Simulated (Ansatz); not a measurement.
Basis-set extrapolation for `C=C=C1O[SiH2]1` (PBE0-D4/def2-TZVP geometry, frozen core, the Gaussian-basis code of Ansatz). Multiplicity 1, RHF reference.

```
                      def2-TZVPP   def2-QZVPP
                 HF  -479.711954  -479.729686
    MP2 correlation    -0.812627    -0.869908
CCSD(T) correlation    -0.881817      not run
```

Energies in hartree. Use E(X) = E(∞) + A·exp(−7.88·√X) for Hartree–Fock and E(X) = E(∞) + B·X^(−2.97) for correlation, with X = 3 and 4, and add CCSD(T) minus MP2 of the smaller set to the MP2 limit.

Task: What is the CCSD(T) energy at the basis-set limit?

Result: HF limit: -479.729686 + (-0.017732) × 0.13774 = -479.73213. MP2 limit: -0.869908 + (-0.057281) × 0.74074 = -0.91234. Higher-order term: -0.881817 − (-0.812627) = -0.06919. Total: -480.71366 hartree, 314.8 kJ/mol below CCSD(T)/def2-TZVPP.
